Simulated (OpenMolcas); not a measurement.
# V II: the spin-orbit constant, worked from levels

```yaml
Program: OpenMolcas
Basis: ANO-L-VQZP [7s6p4d3f2g]
Scalar_Hamiltonian: non-relativistic, point nucleus
Active_space: 4 electrons in 6 orbitals (3d 4s)
State_averaging: 2S+1 = 5 even, 15 roots; 2S+1 = 3 even, 30 roots; 2S+1 = 1 even, 9 roots
Spin-orbit_coupling: state interaction with AMFI integrals over the reference wave functions, term energies averaged over their components
```

Methods: CASSCF; SS-CASPT2, IPEA 0.25 Eh, imaginary shift 0.1 Eh (closed shells correlated: 3s 3p). Measured levels: NIST Handbook of Basic Atomic Spectroscopic Data.

**The spin-orbit constant.** For the Hund term ⁵D of d4, E(J) = (A/2) J(J+1) + constant and ζ = 2S·A = 4A. From J = 0 to J = 4 the energy changes by 10 A.

```tsv
Source	E(4) - E(0)	A	ζ
CASSCF	411.3	41.1	165
SS-CASPT2	411.3	41.1	165
measured	339.2	33.9	136
```

All in cm-1. SS-CASPT2 is off by +21.3 % and CASSCF by +21.3 %. Both methods take the spin-orbit matrix elements from the reference wave functions, so the second can move ζ only through the term energies and any multistate remixing. Second-order mixing with other terms is absorbed into this ζ.

Term energies are means over components that CASPT2 splits; among the terms shown or strongly mixed into the levels shown the widest spread is 180 cm-1 (3d⁴ ⁵D, SS-CASPT2). Without dynamic correlation excited terms often stand tens of per cent too high (terms of higher spin than the ground term too low), and those without a measured partner can miss by more than the paired ones (holds for CASSCF). The lowest computed level is not the ground level that NIST lists (5D0) (holds for CASSCF). Computed and measured levels are paired by configuration, term and J; levels that our copy of the source lacks, or whose pairing is in doubt (as where it misses far off the trend of its configuration), stay unpaired and out of the deviations. Levels of configurations outside the active space are missing.
